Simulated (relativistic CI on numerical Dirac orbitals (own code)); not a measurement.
# Slater and spin-orbit integrals, Pt62+

Calculated at this level of theory: Dirac-Coulomb-Breit CI, separate exchange-only KLI orbitals for each configuration, QED by a radiative potential, unscaled Slater integrals (own radial code, finite nucleus).

Slater integrals F^k, G^k are unscaled and averaged over j, outside the closed core [Ne]; ζ comes from projecting the Hamiltonian with its Breit term on Σ l·s of the shell.

- 3s²3p⁴: F^2(3p,3p) = 569540, ζ(3p) = 2.4474e+06 cm⁻¹; <r>(3p) = 0.1708, <r^2>(3p) = 0.03386 (bohr units).
- 3s²3p³3d: F^2(3p,3p) = 569230, ζ(3p) = 2.4459e+06, F^2(3p,3d) = 575830, G^1(3p,3d) = 596630, G^3(3p,3d) = 403120, ζ(3d) = 328760 cm⁻¹; <r>(3p) = 0.1709, <r^2>(3p) = 0.0339, <r>(3d) = 0.1519, <r^2>(3d) = 0.02662 (bohr units).
- 3s3p⁵: G^1(3s,3p) = 726620, ζ(3p) = 2.4472e+06 cm⁻¹; <r>(3s) = 0.1735, <r^2>(3s) = 0.03444, <r>(3p) = 0.1709, <r^2>(3p) = 0.03389 (bohr units).

Averages of the first 10 configurations, taken without configuration mixing, which lowers the lowest level and can move excited configurations by several eV; other configurations of the list can lie among them:

```
Configuration  Parity  States  Average energy above the lowest level (eV)
       3s²3p⁴    even      15                                       313.8
     3s²3p³3d     odd     200                                       786.3
        3s3p⁵     odd      12                                       837.5
          3p⁶    even       1                                      1386.3
      3s3p⁴3d    even     300                                      1299.2
     3s3p³3d²     odd    1800                                      1770.6
        3p⁵3d     odd      60                                      1837.2
   3s²3p²3d4p     odd     900                                      3977.7
    3s3p³3d4s     odd     800                                      4275.3
     3s²3p³4s     odd      40                                      3300.5
```
